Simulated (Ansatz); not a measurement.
Calculated with Ansatz (gas phase, PBE0-D4/def2-TZVP geometries, no zero-point term in ΔE). CCSD(T)/CBS is the MP2 limit (def2-TZVPP, def2-QZVPP) plus CCSD(T) − MP2 in def2-TZVPP, frozen cores. DFT in def2-TZVPP. HSE06 is defined as in plane-wave codes. Elements past krypton have def2 core potentials. For Sn outer-core shells are correlated without core-valence functions, which leaves a few kJ/mol of doubt a bond. One conformer a species, not always the lowest.

Reaction (redistribution): `C[SiH2]SSC` + `S[SiH2][SnH3]` → `C[SiH2][SiH2]S` + `CS[S][SnH3]`

```tsv
level	ΔE (kJ/mol)	difference from CCSD(T)/CBS
LDA (SPW92)	31.0	2.9
BLYP-D4	24.1	-4.0
r2SCAN-D4	27.5	-0.6
PBE-QIDH	30.2	2.1
revPBE	22.8	-5.3
HSE06	27.0	-1.1
CCSD/def2-SVP	25.2	-2.9
CCSD/def2-TZVPP	28.6	0.5
HF/def2-QZVPP	24.6	-3.5
SCS-MP2/def2-QZVPP	29.6	1.5
CCSD(T)/CBS	28.1	0
```

Largest T1 diagnostic among the species: 0.013.

In def2-TZVPP, CCSD(T) changes the Hartree–Fock value by +3.3 kJ/mol (the triples alone add −0.3 kJ/mol) and MP2 by +8.0 kJ/mol. At CCSD(T), def2-SVP lies −3.1 kJ/mol from the extrapolated value and def2-TZVPP +0.2 kJ/mol.
